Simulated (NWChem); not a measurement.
System: CH5FOSi2; SMILES FC1[SiH2]O[SiH2]1

NWChem input:

```
start job
memory heap 200 mb stack 900 mb global 1100 mb
geometry units angstroms noautosym nocenter noautoz
  F     -0.263783    -2.100422     0.000000
  C      0.460481    -0.930272     0.000000
  Si     0.003092     0.433520     1.277513
  O     -0.167448     1.539234     0.000000
  Si     0.003092     0.433520    -1.277513
  H      1.541336    -1.166047     0.000000
  H      1.068620     0.865498     2.226911
  H     -1.271468     0.174489     2.003773
  H     -1.271468     0.174489    -2.003773
  H      1.068620     0.865498    -2.226911
end
basis spherical
  F library 6-31g*
  C library 6-31g*
  Si library 6-31g*
  O library 6-31g*
  H library 6-31g*
end
dft
  xc b3lyp
  iterations 150
end
property
  shielding 7 1 2 3 4 6 7 8
  efieldgrad
end
task dft property
```

Excerpt of the output:

```
             Northwest Computational Chemistry Package (NWChem) 7.3.0
             --------------------------------------------------------

                             Geometry "geometry" -> ""
                             -------------------------

 Output coordinates in angstroms (scale by  1.889725989 to convert to a.u.)

  No.       Tag          Charge          X              Y              Z
 ---- ---------------- ---------- -------------- -------------- --------------
    1 F                    9.0000    -0.26378300    -2.10042200     0.00000000
    2 C                    6.0000     0.46048100    -0.93027200     0.00000000
    3 Si                  14.0000     0.00309200     0.43352000     1.27751300
    4 O                    8.0000    -0.16744800     1.53923400     0.00000000
    5 Si                  14.0000     0.00309200     0.43352000    -1.27751300
    6 H                    1.0000     1.54133600    -1.16604700     0.00000000
    7 H                    1.0000     1.06862000     0.86549800     2.22691100
    8 H                    1.0000    -1.27146800     0.17448900     2.00377300
    9 H                    1.0000    -1.27146800     0.17448900    -2.00377300
   10 H                    1.0000     1.06862000     0.86549800    -2.22691100

 Effective nuclear repulsion energy (a.u.)     302.7190497189

                              NWChem Property Module
                              ----------------------

  itol2e modified to match energy
  convergence criterion.

                                 NWChem DFT Module
                                 -----------------

 Summary of "ao basis" -> "ao basis" (spherical)
 ------------------------------------------------------------------------------
       Tag                 Description            Shells   Functions and Types
 ---------------- ------------------------------  ------  ---------------------
 F                           6-31g*                  6       14   3s2p1d
 C                           6-31g*                  6       14   3s2p1d
 Si                          6-31g*                  8       18   4s3p1d
 O                           6-31g*                  6       14   3s2p1d
 H                           6-31g*                  2        2   2s

  itol2e modified to match energy
  convergence criterion.

[...]

          -----------------------------------------
          Chemical Shielding Tensors (GIAO, in ppm)
          -----------------------------------------

                                NWChem CPHF Module
                                ------------------

  scftype          =     RHF
  nclosed          =       28
  nopen            =        0
  variables        =     1680
  # of vectors     =        3
  tolerance        = 0.10D-03
  level shift      = 0.00D+00
  max iterations   =       50
  max subspace     =       30

 SCF residual:    1.6542396537333289E-005

Iterative solution of linear equations
  No. of variables     1680
  No. of equations        3
  Maximum subspace       30
        Iterations       50
       Convergence  1.0D-04

   iter   nsub   residual    time
   ----  ------  --------  ---------
     1      3    5.41D-01      40.7
     2      6    1.82D-02      45.1
     3      9    1.44D-03      49.3
     4     12    5.03D-05      53.5

      Atom:    1  F
        Diamagnetic
    463.5222     14.1430      0.0000
     14.1430    480.6083     -0.0000
      0.0000     -0.0000    458.6959

        Paramagnetic
    -21.8699    -69.3292     -0.0000
    -69.3292    -19.2474      0.0000
     -0.0000      0.0000     19.2651

        Total Shielding Tensor
    441.6523    -55.1862     -0.0000
    -55.1862    461.3609      0.0000
     -0.0000      0.0000    477.9610

           isotropic =     460.3247
          anisotropy =      70.8615

          Principal Components and Axis System
                 1           2           3
              507.5657    477.9610    395.4475

      1        -0.6420      0.0000      0.7667
      2         0.7667     -0.0000      0.6420
      3         0.0000      1.0000     -0.0000

      Atom:    2  C
        Diamagnetic
    232.7052      2.1103     -0.0000
      2.1103    249.4042      0.0000
     -0.0000      0.0000    244.2993

        Paramagnetic
   -169.5966     33.9431     -0.0000
     33.9431   -103.0685     -0.0000
     -0.0000     -0.0000   -145.5630

        Total Shielding Tensor
     63.1086     36.0534     -0.0000
     36.0534    146.3357     -0.0000
     -0.0000     -0.0000     98.7363

           isotropic =     102.7269
          anisotropy =      85.5820

          Principal Components and Axis System
                 1           2           3
              159.7815     98.7363     49.6628

      1         0.3494     -0.0000      0.9370
      2         0.9370      0.0000     -0.3494
      3        -0.0000      1.0000      0.0000

      Atom:    3  Si
        Diamagnetic
    875.8673     -0.8775      0.3266
     -0.8775    881.5384     -1.3276
      0.3266     -1.3276    885.4528

        Paramagnetic
   -530.8762    -37.8454      7.6054
    -37.8454   -463.0793    -36.3410
      7.6054    -36.3410   -502.2782

        Total Shielding Tensor
    344.9911    -38.7229      7.9321
    -38.7229    418.4592    -37.6686
      7.9321    -37.6686    383.1746

           isotropic =     382.2083
          anisotropy =     109.2534

          Principal Components and Axis System
                 1           2           3
              455.0439    364.5688    327.0121

      1        -0.3233     -0.3500      0.8792
      2         0.8230      0.3546      0.4437
      3        -0.4670      0.8671      0.1734

      Atom:    4  O
        Diamagnetic
    366.9895     -3.1071     -0.0000
     -3.1071    386.6926      0.0000
     -0.0000      0.0000    409.6002

        Paramagnetic
    -78.5417    -21.5916      0.0000
    -21.5916    -58.4167     -0.0000
      0.0000     -0.0000   -178.9322

[...]
```

Level: B3LYP/6-31G* (spherical d), GIAO. Structure relaxed at the PBE0/def2-SVP level. NWChem prints the field gradient with the sign opposite to the second derivative of the potential. The output numbers the shielded atoms by their place in the input's list. The printed shielding anisotropy is the first printed principal value minus the mean of the other two.
